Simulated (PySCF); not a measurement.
C$_{5}$H$_{12}$BO$_{3}$ (SMILES [CH2]OB(OCC)OCC), doublet, geometry from GFN2-xTB; DF-BLYP/STO-3G (PySCF).

Here is a job for PySCF.
```python
from pyscf import gto, scf, dft

mol = gto.M(
    atom='''
C    -1.038608    1.914197   -0.315680
O     0.083609    1.155551   -0.210999
B     0.164331   -0.190855    0.081129
O    -0.842496   -1.088084   -0.043477
C    -2.152552   -0.802190   -0.483841
C    -3.148637   -0.910031    0.665451
O     1.354241   -0.707295    0.471965
C     2.518424    0.087272    0.609710
C     3.197767    0.330704   -0.732947
H    -0.942542    2.750338   -0.986495
H    -1.677569    1.994707    0.549205
H    -2.188043    0.213636   -0.917846
H    -2.391264   -1.536173   -1.261966
H    -2.916938   -0.177380    1.434680
H    -3.096137   -1.901179    1.107761
H    -4.156027   -0.733925    0.298053
H     2.263803    1.046839    1.074998
H     3.181756   -0.471773    1.277143
H     2.532403    0.892137   -1.383390
H     3.432400   -0.618394   -1.207521
H     4.115313    0.894360   -0.586330
''',
    basis='sto-3g',
    charge=0,
    spin=1,
    verbose=4,
)

mf = dft.UKS(mol)
mf.xc = 'blyp'
mf = mf.density_fit(auxbasis='def2-universal-jkfit')
mf.kernel()
```

It wrote (shortened):

```
PySCF version 2.14.0

[INPUT] verbose = 4
[INPUT] num. atoms = 21
[INPUT] num. electrons = 71
[INPUT] charge = 0
[INPUT] spin (= nelec alpha-beta = 2S) = 1
[INPUT] symmetry False subgroup None
[INPUT] Mole.unit = angstrom
[INPUT] Symbol           X                Y                Z      unit          X                Y                Z       unit  Magmom
[...]
nuclear repulsion = 467.640111993917
number of shells = 39
number of NR pGTOs = 171
number of NR cGTOs = 57
basis = sto-3g
ecp = {}

******** <class 'pyscf.df.df_jk.DFUKS'> ********
method = DFUKS
initial guess = minao
damping factor = 0
level_shift factor = 0
DIIS = <class 'pyscf.scf.diis.CDIIS'>
diis_start_cycle = 1
diis_space = 8
diis_damp = 0
SCF conv_tol = 1e-09
SCF conv_tol_grad = None
SCF max_cycles = 50
direct_scf = False
number electrons alpha = 36  beta = 35
XC library pyscf.dft.libxc version 7.1.2
    S. Lehtola, C. Steigemann, M. J. T. Oliveira, and M. A. L. Marques,  SoftwareX 7, 1–5 (2018)
XC functionals = blyp
    A. D. Becke,  Phys. Rev. A 38, 3098 (1988)
    C. Lee, W. Yang, and R. G. Parr,  Phys. Rev. B 37, 785 (1988)
    B. Miehlich, A. Savin, H. Stoll, and H. Preuss,  Chem. Phys. Lett. 157, 200 (1989)
radial grids:
    Treutler-Ahlrichs [JCP 102, 346 (1995); DOI:10.1063/1.469408] (M4) radial grids

becke partition: Becke, JCP 88, 2547 (1988); DOI:10.1063/1.454033
pruning grids: <function nwchem_prune>
grids dens level: 3
symmetrized grids: False
atomic radii adjust function: <function treutler_atomic_radii_adjust>
small_rho_cutoff = 0
Set gradient conv threshold to 3.16228e-05
tot grids = 244584
init E= -443.317433103514

cycle= 1 E= -442.115384075919  delta_E=  1.2  |g|= 0.557  |ddm|= 4.08
cycle= 2 E= -441.748324783486  delta_E= 0.367  |g|= 0.976  |ddm|= 1.92
cycle= 3 E= -442.307454570317  delta_E= -0.559  |g|= 0.115  |ddm|= 1.31
cycle= 4 E= -442.316447538228  delta_E= -0.00899  |g|= 0.0353  |ddm|= 0.226
cycle= 5 E= -442.316835584141  delta_E= -0.000388  |g|= 0.0255  |ddm|= 0.0716
cycle= 6 E= -442.317216855226  delta_E= -0.000381  |g|= 0.00285  |ddm|= 0.0337
cycle= 7 E= -442.317222859861  delta_E= -6e-06  |g|= 0.000519  |ddm|= 0.00522
cycle= 8 E= -442.317223126394  delta_E= -2.67e-07  |g|= 0.000181  |ddm|= 0.00128
cycle= 9 E= -442.317223148008  delta_E= -2.16e-08  |g|= 8.83e-05  |ddm|= 0.000377
cycle= 10 E= -442.317223153214  delta_E= -5.21e-09  |g|= 1.47e-05  |ddm|= 0.000142
cycle= 11 E= -442.317223153194  delta_E= 2.01e-11  |g|= 1.72e-05  |ddm|= 4.41e-05
Extra cycle  E= -442.317223152687  delta_E= 5.08e-10  |g|= 3.35e-05  |ddm|= 6.84e-05
converged SCF energy = -442.317223152687  <S^2> = 0.75152802  2S+1 = 2.0015274
```
